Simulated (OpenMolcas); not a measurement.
**B III: input and output**

Input:

```
&GATEWAY
Coord
1

B 0.0 0.0 0.0
Basis=ANO-RCC-MB
Group=XYZ
NoMove
AngMom=0.0 0.0 0.0
AMFI
&SEWARD
&RASSCF
FileOrb=start.orb
Symmetry=1
Spin=2
nActEl=1 0 0
Inactive=1 0
Ras2=1 3
CIRoot=1 1 1
SDav=1
CIMx=300
Iter=120 100
PrWF=0.3
OrbListing=Nothing
MaxOrb=0
Atom
>>> COPY $Project.JobIph JOB001
&RASSCF
FileOrb=start.orb
Symmetry=2
Spin=2
nActEl=1 0 0
Inactive=1 0
Ras2=1 3
CIRoot=3 3 1
SDav=3
CIMx=300
Iter=120 100
PrWF=0.3
OrbListing=Nothing
MaxOrb=0
Atom
>>> COPY $Project.JobIph JOB002
&RASSI
NrOfJobIphs=2 1 3
1
1 2 3
IphNames
JOB001
JOB002
EJob
SpinOrbit
DIPRint=1.0
SOCoupling=1000.0
Subsets=2
MEES
Property=10
'ANGMOM' 1 'ANGMOM' 2 'ANGMOM' 3 'MLTPL  1' 1 'MLTPL  1' 2 'MLTPL  1' 3
'AMFI' 1 'AMFI' 2 'AMFI' 3 'MLTPL  2' 6
SOProperty=3
'ANGMOM' 1 'ANGMOM' 2 'ANGMOM' 3
```

Launched by
```bash
OMP_NUM_THREADS=1 MOLCAS_MEM=1689 MOLCAS_PROJECT=a pymolcas a.inp > a.log  # once for each step of the input, in one work folder
```

A driver script runs the steps one by one and writes start.orb anew before each from the orbitals found so far.

Output, cut to the results:

```
--- SEWARD ---
Basis set label: B.ANO-RCC...2S1P.

      Electronic valence basis set:
      ------------------
      Associated Effective Charge   5.000000 au
      Associated Actual Charge      5.000000 au
      Nuclear Model: Point charge

      Shell  nPrim  nBasis  Cartesian Spherical Contaminant
         s      14       2        X
         p       9       1        X
                  Relativistic Douglas-Kroll-Hess integrals:
                    - DKH order of Hamiltonian: 2
                    - DKH order of Properties : 0
                  Atomic mean-field integrals
--- RASSCF ---
Wave function specifications:
      -----------------------------

      Number of closed shell electrons           2
      Number of electrons in active shells       1
      Max number of holes in RAS1 space          0
      Max nr of electrons in RAS3 space          0
      Number of inactive orbitals                1
      Number of active orbitals                  4
      Number of secondary orbitals               0
      Spin quantum number                      0.5
      State symmetry                             1
Orbital specifications:
      -----------------------

      Symmetry species                           1   2
                                                ag  au
      Frozen orbitals                            0   0
      Inactive orbitals                          1   0
      Active orbitals                            1   3
      RAS1 orbitals                              0   0
      RAS2 orbitals                              1   3
      RAS3 orbitals                              0   0
      Secondary orbitals                         0   0
      Deleted orbitals                           0   0
      Number of basis functions                  2   3
      Number of CSFs                             1
      Number of root(s) required                 1
      Iter CI   SX   CI       RASSCF       Energy    max ROT     max BLB   max BLB  Level Ln srch  Step   QN
          iter iter root      energy       change     param      element    value   shift minimum  type update
 Nr of preliminary CI iterations:   1
 ###############################################################################
 ###############################################################################
 ###                                                                         ###
 ###                                                                         ###
 ###    WARNING: Problems in orbital optimization.                           ###
 ###                                                                         ###
 ###                                                                         ###
 ###############################################################################
 ###############################################################################
  Warning: In symmetry  2, orbital p=   1 has diagonal density matrix element D(p,p) close to zero. D(p,p)=  0.000000E+00
  Warning: In symmetry  2, orbital p=   2 has diagonal density matrix element D(p,p) close to zero. D(p,p)=  0.000000E+00
        ...
  Warning: In symmetry  2, orbital p=   1 has diagonal density matrix element D(p,p) close to zero. D(p,p)=  0.000000E+00
  Warning: In symmetry  2, orbital p=   2 has diagonal density matrix element D(p,p) close to zero. D(p,p)=  0.000000E+00
  Warning: In symmetry  2, orbital p=   3 has diagonal density matrix element D(p,p) close to zero. D(p,p)=  0.000000E+00
        4   1    1    1   -23.35441682    7.11E-15   0.00E+00    1   2 1 -3.61E-08   0.00   0.00    SX    NO
      Convergence after  4 iterations
        5   1    1    1   -23.35441682   -7.11E-15   0.00E+00    1   2 1 -3.61E-08   0.00   0.00    SX    NO
      Natural orbitals and occupation numbers for root  1
      sym 1:   1.000000
      sym 2:   0.000000   0.000000   0.000000
::    RASSCF root number  1 Total energy:    -23.35441682
--- RASSCF ---
Wave function specifications:
      -----------------------------

      Number of closed shell electrons           2
      Number of electrons in active shells       1
      Max number of holes in RAS1 space          0
      Max nr of electrons in RAS3 space          0
      Number of inactive orbitals                1
      Number of active orbitals                  4
      Number of secondary orbitals               0
      Spin quantum number                      0.5
      State symmetry                             2
...
--- RASSI ---
SPIN-FREE ENERGIES:
  (Shifted by EMIN (a.u.) =        -23.3544168212)

 SF State       Relative EMIN(au)   Rel lowest level(eV)    D:o, cm**(-1)      L_eff

     1             0.0000000000        0.0000000000              0.0000         0.0
     2             0.2440762627        6.6416534568          53568.5478         1.0
     3             0.2440762627        6.6416534568          53568.5478         1.0
     4             0.2440762627        6.6416534568          53568.5478         1.0
     Dipole printing threshold changed to   1.00000000E+00

++ Dipole transition strengths (spin-free states):
   -----------------------------------------------
     for osc. strength at least  1.00000000E+00

  ( Max oscillator strength is only   0.20413719371018435      )
--
Eigenvalues of complex Hamiltonian:
   -----------------------------------
  (Shifted by EMIN (a.u.) =        -23.3544168212)

 SO State       Relative EMIN(au)   Rel lowest level(eV)    D:o, cm**(-1)     J-value

     1             0.0000000000        0.0000000000              0.0000         0.4
     2             0.0000000000        0.0000000000              0.0000         0.4
     3             0.2440257363        6.6402785631          53557.4585         0.4
     4             0.2440257363        6.6402785631          53557.4585         0.4
     5             0.2441015259        6.6423409036          53574.0924         1.0
     6             0.2441015259        6.6423409036          53574.0924         1.1
     7             0.2441015259        6.6423409036          53574.0924         1.3
     8             0.2441015259        6.6423409036          53574.0924         1.2
Weights of the five most important spin-orbit-free states for each spin-orbit state.

 SO State  Total energy (au)           Spin-free states, spin, and weights
 -------------------------------------------------------------------------------------------------------
...
```

The J values that RASSI prints are effective ones from its own formula and need not be integers or half-integers; the table below assigns J from the states.

Levels above the lowest, from the spin-orbit matrix, grouped by J:

| Configuration | Term | J | E (eV) | Measured (eV) | Term weight % |
| --- | --- | --- | --- | --- | --- |
| 2s | ²S | 1/2 | 0.0000 | 0.0000 | 100 |
| 2p | ²P° | 1/2 | 6.6403 | 5.9957 | 100 |
| 2p | ²P° | 3/2 | 6.6423 | 5.9999 | 100 |

Against the 2 measured excited levels shown (Moore, Atomic Energy Levels, vol. I, NSRDS-NBS 35 (1971 reprint of NBS Circular 467, 1949)) the mean absolute deviation is 5200 cm-1; the largest miss in energy is 2p ²P°_1/2: computed 6.6403, measured 5.9957 eV (+10.8 %).

With one active electron the reference holds no correlation, so core polarisation is missing. Measured partners are found by configuration, term and J. A level has none where our copy of the source lacks it or the pairing is in doubt (some pairs that miss far off the trend of their configuration count as doubtful), and it then counts in no deviation. Levels of configurations outside the active space are missing.

The term weight is that of the spin-free term in the level, not the purity of its configuration. ° marks odd parity.
